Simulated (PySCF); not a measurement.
A structure optimised at ωB97X-D3(BJ)/def2-SVP, used in a PySCF frequency run:

```xyz
8

Ga     0.1176     1.0209     0.0000
H     -0.8903     2.2097     0.0000
H      1.6777     1.1180     0.0000
S     -0.7425    -0.9823     0.0000
C      0.7289    -2.0627     0.0000
H      0.7063    -2.7016    -0.8940
H      0.7063    -2.7016     0.8940
H      1.6612    -1.4809     0.0000
```
Charge 0, spin multiplicity 1.

Write its SMILES, formula and point group.

C[S][GaH2], CH5GaS, Cs

What are its rotational constants (standard atomic weights)?

15.048, 2.8274, 2.4168 GHz
